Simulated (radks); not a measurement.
Task: All-electron atom: V II in [Ar] 3d4 (the NIST ground configuration). All-electron calculation, scalar-relativistic Kohn-Sham, PBE, spin-unpolarised, spherical densities, finite nucleus; Fermi nuclear charge, rms radius 3.6002 fm. Program: a radial shooting solver on a logarithmic mesh with Libxc functionals. Some entries of the table are withheld. Estimate them.

| orbital | occ. | eigenvalue (hartree) | <1/r> (bohr^-1) |
|---|---|---|---|
| 1s | 2 | (1) | 22.84 |
| 2s | 2 | -22.23012 | 4.800 |
| 2p | 6 | -18.57717 | 4.702 |
| 3s | 2 | -2.68945 | 1.474 |
| 3p | 6 | -1.73392 | (2) |
| 3d | 4 | -0.33029 | (3) |

Result: 
(1) 1s eigenvalue (hartree): -197.2619
(2) 3p <1/r> (bohr^-1): 1.335
(3) 3d <1/r> (bohr^-1): 0.9061
